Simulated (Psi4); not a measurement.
Psi4 input (wB97X-D/6-31G*):

```
memory 1500 MB

molecule {
0 2
C    -2.21577800    0.65367000   -0.01180500
C    -1.28377900   -0.17100800    0.38314500
C    -0.14816000   -0.69771800   -0.44821200
Si    1.48938200    0.13421600    0.00351400
H    -3.07619900    1.15227700    0.40303000
H    -1.29205500   -0.49721800    1.42897700
H    -0.03706600   -1.77524800   -0.29570500
H    -0.34236200   -0.53317500   -1.50971200
H     2.60508500   -0.49479000   -0.74531900
H     1.43201500    1.57655700   -0.32564700
H     1.74553200   -0.01709500    1.45640300
symmetry c1
no_reorient
no_com
}

set {
  basis 6-31G*
  reference uks
  scf_type pk
  dft_radial_points 99
  dft_spherical_points 590
  e_convergence 1e-8
  d_convergence 1e-7
  maxiter 150
}

e = energy('wb97x-d')
print_out(f'\nFINAL {e:.10f} DIPOLE {variable("CURRENT DIPOLE")[0]:.6f} {variable("CURRENT DIPOLE")[1]:.6f} {variable("CURRENT DIPOLE")[2]:.6f}\n')
```

From the output:

```
      26A      0.222635    27A      0.226286    28A      0.243144
      29A      0.257632    30A      0.300693    31A      0.333711
      32A      0.336614    33A      0.362932    34A      0.443493
      35A      0.487294    36A      0.563958    37A      0.604698
      38A      0.638731    39A      0.666455    40A      0.695445
      41A      0.709298    42A      0.716383    43A      0.761977
      44A      0.765039    45A      0.788977    46A      0.879775
      47A      0.914201    48A      0.947969    49A      0.961181
      50A      0.978203    51A      1.011008    52A      1.034127
      53A      1.125329    54A      1.137505    55A      1.180597
      56A      1.216071    57A      1.296416    58A      1.304498
      59A      1.425317    60A      1.512818    61A      1.615688
      62A      1.823162    63A      1.877286    64A      1.955244
      65A      2.003462    66A      2.102864    67A      2.166770
      68A      2.218700    69A      2.344339    70A      2.416898
      71A      2.571171    72A      2.575453    73A      2.914959
      74A      2.964905    75A      3.042355    76A      4.225495
      77A      4.284431    78A      4.496353

    Final Occupation by Irrep:
              A
    DOCC [    19 ]
    SOCC [     1 ]
    NA   [    20 ]
    NB   [    19 ]

  @UKS Final Energy:  -407.84530996835701

   => Energetics <=

    Nuclear Repulsion Energy =            144.9177239024278947
    One-Electron Energy =                -846.5693084561119122
    Two-Electron Energy =                 321.7037648734452091
    DFT Exchange-Correlation Energy =     -27.8935286511164335
    Empirical Dispersion Energy =          -0.0039616370018391
    VV10 Nonlocal Energy =                  0.0000000000000000
    Total Energy =                       -407.8453099683570144

  UHF NO Occupations:
  HONO-2 :   18  A 1.9992229
  HONO-1 :   19  A 1.9938134
  HONO-0 :   20  A 1.0000000
  LUNO+0 :   21  A 0.0061866
  LUNO+1 :   22  A 0.0007771
  LUNO+2 :   23  A 0.0002140
  LUNO+3 :   24  A 0.0001829

Computation Completed

Properties will be evaluated at   0.000000,   0.000000,   0.000000 [a0]

Properties computed using the SCF density matrix

 Multipole Moments:

 ------------------------------------------------------------------------------------
     Multipole            Electronic (a.u.)      Nuclear  (a.u.)        Total (a.u.)
 ------------------------------------------------------------------------------------

 L = 1.  Multiply by 2.5417464519 to convert [e a0] to [Debye]
 Dipole X            :         -0.1286470           -0.0000076           -0.1286545
 Dipole Y            :         -0.2255499           -0.0000076           -0.2255575
 Dipole Z            :          0.1408377           -0.0000170            0.1408207
 Magnitude           :                                                    0.2953957

 ------------------------------------------------------------------------------------

FINAL -407.8453099684 DIPOLE -0.128655 -0.225557 0.140821

*** Psi4 exiting successfully. Buy a developer a beer!
```

The geometry given is a B3LYP-D3(BJ)/def2-TZVP minimum.
